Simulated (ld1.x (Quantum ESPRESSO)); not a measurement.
**silicon (Si): one change to a TM potential, before and after**

silicon, norm-conserving Troullier–Martins (Kleinman–Bylander form), made with ld1.x (Quantum ESPRESSO) 7.5 (revPBE, scalar-relativistic). Core [Ne], reference 3s2 3p1.5 (charge +0.5). Waves: 3p (bound): rc 2.20 bohr; 3s (bound): rc 1.90 bohr. Local part: the s channel. Core correction: none.

All-electron outer shells of the reference configuration (revPBE, scalar-relativistic, ld1.x):

```json
{"shell": "3s", "level (eV)": "-14.70", "outermost node (bohr)": "0.72", "outermost maximum (bohr)": "1.77"}
{"shell": "3p", "level (eV)": "-7.66", "outermost node (bohr)": "0.72", "outermost maximum (bohr)": "2.09"}
```

Change: all radii scaled by about 1.35 (s 2.56, p 2.96 bohr).

Cutoffs: the cutoffs (Ry, on a coarse ladder) from which the occupation-weighted sum of valence levels, in a spherical-Bessel basis at the reference potential, stays within 10 and 1 mRy of its value at 400 Ry; they do not see the model core or the augmentation charge, which bear on the density cutoff. Errors are all-electron minus pseudo energies relative to the spin-unpolarised reference configuration.

Q: How do hardness, ghosts and transferability respond?

A: The potential gets softer (15 Ry and 35 Ry → 10 Ry and 21 Ry); of the 7 tests that both files solve, the error grows in 6 and shrinks in 0 by more than 15 % and 0.3 meV (median size 2.3 → 3.0 meV); neither file shows a bound ghost. A larger radius leaves more room for a smooth pseudo-wave, so fewer plane waves are needed. More of the atom is replaced by a form fitted at one configuration, so other configurations suffer.

| quantity | base | changed |
| --- | --- | --- |
| cutoff, loose | 15 Ry | 10 Ry |
| cutoff, tight | 35 Ry | 21 Ry |
| loose cutoff by channel (10 mRy a level) | p 6 Ry, s 12 Ry | p 6 Ry, s 8 Ry |
| bound ghosts | none | none |
| error for 3s2 3p2, meV [ΔE -2.91 eV] | +0.2 | +1.4 |
| error for 3s2 3p1, meV [ΔE 4.81 eV] | -0.3 | +1.2 |
| error for 3s2 3p0, meV [ΔE 20.78 eV] | -5.8 | +6.8 |
| error for 3s0 3p4, meV [ΔE 10.82 eV] | +5.8 | +15 |
| error for 3s1 3p0, meV [ΔE 54.65 eV] | -14 | -38 |
| error for 3s2 3p2.3, meV [ΔE -3.84 eV] | +0.4 | +3.0 |
| error for 3s1 3p3, meV [ΔE 3.89 eV] | +2.3 | -2.0 |
